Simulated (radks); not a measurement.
Numerical settings for neutral helium, [He]. Calculated with a radial shooting solver on a logarithmic mesh with Libxc functionals: non-relativistic Kohn-Sham, SCAN, spin-polarised, spherical densities, point nucleus; meta-GGA in the generalised Kohn-Sham scheme. The defaults (mesh step 0.008 in ln r, mesh end at 40 bohr or more with all orbitals vanishing there, Anderson mixing 0.5 over 9 steps, residual threshold near 1e-9 with the energy settled to 1e-9 hartree or 1e-11 of itself, here a cap of 58 iterations) give E = -2.905 hartree and 1s at -16.537 eV in 12 iterations. Run on one thread of a shared host, so times are rough (Intel(R) Xeon(R) 6975P-C): 0.03 s of CPU time, 0.03 s wall, 12 iterations on 2476 mesh points. Changes against that run (0 stands for a change within the tolerance of the run):

setting                    iterations  converged  E (mhartree)  e(1s) (meV)  CPU (s)
mesh step in ln r 0.003            58         no             0     +0.00308     0.39
mesh step in ln r 0.012            13        yes             0            0     0.03
mesh step in ln r 0.005            13        yes             0            0     0.06
mesh end (bohr) 3                  11        yes         +33.3    +1.58e+03     0.04
mesh end (bohr) 5                  12        yes         +0.43        +41.9     0.05
residual threshold 0.01             8        yes             0        +0.93     0.03
residual threshold 0.1              8        yes             0        +0.93     0.03
mixing 0.01                        18        yes             0            0     0.06
linear mixing, mixing 1            13        yes             0      +0.0148     0.04
linear mixing, mixing 0.2          58         no         +4.07    -1.61e+03     0.22
mixing history 20                  12        yes             0     +0.00485     0.05
iteration cap 8                     8         no             0       +0.069     0.03

Settings that end as converged yet miss the energy by more than 1 mhartree: mesh end (bohr) 3 (+0.0333 hartree). A mesh that ends early acts as a hard wall.
